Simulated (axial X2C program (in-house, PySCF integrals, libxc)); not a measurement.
# Spin–orbit effects down a group: molecules with I (ions), PBE0

Calculated with an in-house all-electron X2C program for linear molecules (integrals from PySCF), spin-free (one-electron X2C) or two-component (2c: spin–orbit coupling with atomic mean-field Coulomb and Gaunt terms, which also bring small scalar terms), in Dyall basis sets with cores contracted in-house; open shells are unrestricted.

Basis sets: Ca dyall-cv3z, I dyall-cv3z, Mg dyall-cv3z, Sr dyall-cv3z.

| molecule | spin-free state | Re (Å) | ωe (cm⁻¹) | De (eV) | 2c state | Re 2c (Å) | ωe 2c (cm⁻¹) | De 2c (eV) |
| --- | --- | --- | --- | --- | --- | --- | --- | --- |
| MgI⁺ | M_S = 0, Λ = 0 | 2.455 | 382.9 | 2.38 | Ω = 0 | 2.464 | 373.2 | 2.14 |
| CaI⁺ | M_S = 0, Λ = 0 | 2.682 | 300.4 | 3.33 | Ω = 0 | 2.685 | 298.3 | 3.07 |
| SrI⁺ | M_S = 0, Λ = 0 | 2.828 | 218.0 | 3.31 | Ω = 0 | 2.831 | 216.6 | 3.05 |

Question: Work out the shifts from the spin-free to the two-component result.

Answer: 

```csv
molecule,2c state,ΔRe (Å),Δωe (cm⁻¹),ΔDe (eV)
MgI⁺,Ω = 0,0.009,-9.7,-0.24
CaI⁺,Ω = 0,0.003,-2.1,-0.26
SrI⁺,Ω = 0,0.003,-1.4,-0.26
```

Shifts of one unit in the last digit are rounding.

Fragments in 2c: I + Mg+, I + Ca+, I + Sr+. Each entry is the lowest single determinant of a limited PBE0 search at one distance. De goes to single-determinant-based atoms at the same level (for ions the charge split of lowest energy) and is withheld (n/a) where an atom does not fit its ground term or J level. Main or longest-lived isotopes. The functionals have no current term, which raises determinants with orbital currents.
